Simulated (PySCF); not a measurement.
1,3,5-trisilacyclohexane (C₃H₁₂Si₃), SMILES C1[SiH2]C[SiH2]C[SiH2]1.

Coordinates come from a PBE0-D3(BJ)/def2-SVP optimisation. The values are those of a single conformer.

Method: PBE0-D3(BJ)/def2-SVP (PySCF).

Frequencies are harmonic and unscaled.

Modes within 1.5 cm⁻¹ of each other (mostly degenerate sets) share a row, with their intensities summed.

```
mode   ν (cm⁻¹)  IR (km/mol)  moving atoms (share of kinetic energy)
-----  --------  -----------  --------------------------------------
1–2         113          0.1                 H 41 %, C 32 %, Si 27 %
3           187          0.4                 H 48 %, Si 28 %, C 24 %
4–5         220          0.0                 Si 49 %, C 29 %, H 22 %
6           290          1.3                 H 62 %, Si 24 %, C 15 %
7–8         482          1.7                         H 76 %, Si 19 %
9           516          1.6                 Si 52 %, H 33 %, C 15 %
10–11       566          0.8                          H 83 %, C 11 %
12–13       596          0.7                 H 38 %, C 38 %, Si 24 %
14          645          0.0                                  H 97 %
15          685          5.7                          C 62 %, H 33 %
16          725          0.0                         H 76 %, Si 19 %
17–18       744         35.7                 H 48 %, C 36 %, Si 15 %
19          772          0.0                 H 56 %, C 27 %, Si 17 %
20          802        136.2                 H 49 %, C 35 %, Si 16 %
21–22       809         32.7                          H 70 %, C 24 %
23–24       899        807.8                 H 73 %, Si 17 %, C 10 %
25–26       946        156.5                                  H 97 %
27          960         54.4                                  H 95 %
28          973          0.0                                  H 95 %
29–30      1023          5.9                                  H 93 %
31         1060          0.0                          H 61 %, C 38 %
32–33      1072        209.8                          H 57 %, C 39 %
34–35      1368         21.1                           H 91 %, C 9 %
36         1384         16.7                                  H 92 %
37–38      2205        466.4                                  H 97 %
39         2209         68.0                                  H 96 %
40–41      2211         28.4                                  H 97 %
42         2221        233.9                                  H 97 %
43–45      3065          2.8                                  H 94 %
46–48      3133          0.7                           H 91 %, C 9 %
```
